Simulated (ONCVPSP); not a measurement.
**Transferability test, ONCV potential for caesium**

ONCVPSP 4.0.1 input, shortened (lines: element, Z, core and valence counts, functional; n l f; lmax; l rc ep ncon nbas qcut; lloc lpopt rc5 dvloc0; l nproj debl; icmod fcfact rcfact), LDA (Perdew-Wang 92), scalar-relativistic:

```
  Cs 55.00    9    3  -001012      upf
    1    0    2.00
    2    0    2.00
    2    1    6.00
    3    0    2.00
    3    1    6.00
    3    2   10.00
    4    0    2.00
    4    1    6.00
    4    2   10.00
    5    0    2.00
    5    1    6.00
    6    0    0.50
    2
    0    2.30    0.00    4    8    5.00
    1    2.05    0.00    4    7    4.30
    2    1.80    0.17    3    7    5.90
    4    5    1.25    2.00
    0    2    2.40
    1    3    3.30
    2    1    0.40
    3    5.25    1.10
```

Energies are relative to the spin-unpolarised reference configuration 5s2 5p6 6s0.5; without spin polarisation the order of configurations can differ from experiment.

Give the all-electron excitation energy and the error of the potential for: 5s2 5p6 6s1; 5s2 5p6 6s0; 5s2 5p6 6s0 6p1; 5s2 5p5 6s1.

```json
{"valence configuration": "5s2 5p6 6s1", "charge": "0", "ΔE all-electron (eV)": "-1.553", "error AE − PS (meV)": "0.0"}
{"valence configuration": "5s2 5p6 6s0", "charge": "+1", "ΔE all-electron (eV)": "2.443", "error AE − PS (meV)": "-0.1"}
{"valence configuration": "5s2 5p6 6s0 6p1", "charge": "0", "ΔE all-electron (eV)": "-0.080", "error AE − PS (meV)": "+0.3"}
{"valence configuration": "5s2 5p5 6s1", "charge": "+1", "ΔE all-electron (eV)": "16.436", "error AE − PS (meV)": "-3.7"}
```

Note: ghosts flagged at negative energy: s at -62.9 eV; GHOST(+) flagged for p at 245.3 eV. A true bound ghost makes a file unfit for plane-wave use.
